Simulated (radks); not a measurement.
Spherical quantum dot in the effective-mass picture: electrons in a well V = -V0 / (1 + exp((r - R)/a)) with V0 = 2.22, R = 10.4, a = 0.35, with a point charge +2 (a donor) at the centre, all in effective atomic units (hartree* = m*/eps^2 hartree, bohr* = eps/m* bohr), one dielectric constant everywhere. Calculated with a radial shooting solver with Libxc functionals: non-relativistic Kohn-Sham, LDA (Slater exchange, Perdew-Wang correlation), spin-polarised, spherical densities. Levels are named by radial order and angular momentum (1s, 1p, 1d, 2s, ...), and open shells are averaged over m.

N = 6, configuration 1s2 1p(up 3, down 0) 2s(up 1, down 0). This is the lowest configuration that the search found (a dilute case). Occupied and some empty levels:

level,occupation,eigenvalue (hartree*),<r> (bohr*)
1s up,1,-2.1648,0.9721
1s down,1,-2.1629,0.9667
2s up,1,-1.7575,6.655
1p up,3,-1.7327,6.828
2s down,0,-1.7093,6.659
1p down,0,-1.6846,6.849
1d up,0,-1.6845,7.182
1d down,0,-1.6366,7.246
1f up,0,-1.6215,7.454
1f down,0,-1.5746,7.526
1g up,0,-1.5449,7.681
2p up,0,-1.5317,5.399
1g down,0,-1.4996,7.752
2p down,0,-1.4985,5.276

Energy (hartree*): total -15.1607, kinetic 3.0849, external -21.136, Hartree 4.3236, exchange-correlation -1.4330.
